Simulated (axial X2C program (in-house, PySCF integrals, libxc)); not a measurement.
# In: configurations by level of theory

Computed with an axial X2C code built on PySCF integrals, basis dyall-cv3z (cores contracted in-house), spin-free (one-electron X2C) and two-component (2c, atomic mean-field Coulomb and Gaunt terms). Energies in eV from the lowest row of each column (rows without correlated energies are left out; n/a marks j-coupled starts, which PBE0 does not hold); electrons by l are Mulliken totals of the Hartree–Fock solution, and PBE0 can relax to another configuration under the same block occupation. Coupled cluster uses truncated natural virtuals with an MP2 remainder. Frozen shells in the correlated columns: 4 s, 3 p, 1 d.

The low spin-free determinants:

| electrons by l | M_S, M_L | HF | MP2 | CCSD(T) | PBE0 |
| --- | --- | --- | --- | --- | --- |
| s10 p19 d20 | 1/2, 0 | 0.00 | 0.02 | 0.00 | 0.00 |
| s10 p19 d20 | 1/2, 1 | 0.06 | 0.00 | 0.00 | 0.05 |

And the two-component ones:

```json
{"electrons by l": "s10 p19 d20", "2M_J": "1", "HF": "0.00", "MP2": "0.00", "CCSD(T)": "0.00", "PBE0": "0.00"}
{"electrons by l": "s10 p19 d20", "2M_J": "3", "HF": "0.33", "MP2": "0.23", "CCSD(T)": "0.26", "PBE0": "0.24"}
{"electrons by l": "s10 p19 d20", "2M_J": "1", "HF": "0.26", "MP2": "0.26", "CCSD(T)": "0.26", "PBE0": "n/a"}
```

Ground level as tabulated from the NIST Atomic Spectra Database (leading term): 2S+1 = 2, L = 1, J = 1/2.

Spin-free rows of one term, and 2c rows of one J level, should be degenerate; broken spherical symmetry, the missing current term of PBE0 and determinants that mix terms or J levels spread them. The search is wide but not exhaustive and can miss a configuration; gaps between s and d configurations can be off by some tenths of an eV with this basis and core.

The run took 83 s on 1 thread of Intel(R) Xeon(R) Processor @ 2.30GHz, with other jobs on the host.
